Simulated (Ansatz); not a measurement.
Program: Ansatz. Geometries: PBE0-D4/def2-TZVP. ΔE: electronic, gas phase. CCSD(T)/CBS is the MP2 limit (def2-TZVPP, def2-QZVPP) plus CCSD(T) − MP2 in def2-TZVPP, frozen cores. This one scheme is used for every species. DFT in def2-TZVPP. HSE06 is defined as in plane-wave codes. Each species was taken in one conformer, which may not be the lowest.

`C[SiH2]O[SiH3]` + `BSC#C` → `C#CSB[SiH2]C` + `O[SiH3]`  (formal exchange of groups at the Si–O bond)

| level | ΔE (kJ/mol) |
| --- | --- |
| LDA (SPW92) | 100.7 |
| HSE06-D4 | 106.7 |
| ωB97X-V | 121.0 |
| B2PLYP | 128.9 |
| RPA@PBE/def2-TZVPP | 118.9 |
| CCSD/def2-SVP | 114.3 |
| CCSD/def2-TZVPP | 126.2 |
| MP2/CBS(def2) | 117.5 |

(1) What does CCSD(T)/CBS give? (An estimate is asked.)

Largest T1 diagnostic among the species: 0.014.

Answers

(1) Ansatz gave: +119.0 kJ/mol. The listed levels differ from it by -18.3, -12.3, 2.0, 9.9, -0.1, -4.7, 7.2, -1.5 kJ/mol.

The D4 term adds −9.0 kJ/mol with B3LYP and −5.1 kJ/mol with PBE0; it sums over pairs of atoms, weighted by their polarisabilities, and B3LYP, whose exchange is more repulsive, gets the larger term. From BLYP to BHLYP (50 % exact exchange), in def2-TZVPP and without D4, ΔE moves by +15.2 kJ/mol.

B3LYP here is the variant with VWN-RPA as its local correlation; programs differ in this.
